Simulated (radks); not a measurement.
Values are calculated unless marked as measured or tabulated.
Excited configurations of I: one electron is placed in a higher orbital outside [Kr] 4d10 5s2 5p4. The ground configuration is [Kr] 4d10 5s2 5p5. Code: a radial shooting solver on a logarithmic mesh with Libxc functionals. Model: Dirac Kohn-Sham, BLYP, spin-unpolarised, spherical densities, finite nucleus; open shells fill j = l - 1/2 first; Fermi nuclear charge, rms radius 4.75 fm. Excitation = E - E(ground); binding = E(ion) - E, where the ion is the core of charge +1; n* = 1/sqrt(2 binding) in atomic units, and the quantum defect is n - n*.

| outer orbital | excitation (eV) | binding (eV) | n* | quantum defect | eigenvalue (eV) | <r> (bohr) |
|---|---|---|---|---|---|---|
| 5d3/2 | 8.521 | 2.036 | 2.585 | 2.415 | -0.513 | 7.177 |
| 6p1/2 | 8.238 | 2.320 | 2.422 | 3.578 | -1.103 | 8.073 |
| 7s1/2 | 8.861 | 1.696 | 2.832 | 4.168 | -0.961 | 12.62 |
| 7f5/2 | 10.157 | 0.400 | 5.830 | 1.170 | -0.265 | 61.79 |

The Delta-SCF ionisation energy is 10.557 eV (NIST Atomic Spectra Database: 10.451 eV, measured). Self-interaction in the functional shifts the binding energies and quantum defects, so they are the method's values and not measured ones. Spin polarisation and multiplet splitting are left out, so open shells lie too high by an amount that depends on their filling.

Beside tabulated values, note that spin-unpolarised runs miss the spin-polarisation part of the exchange energy of open shells.
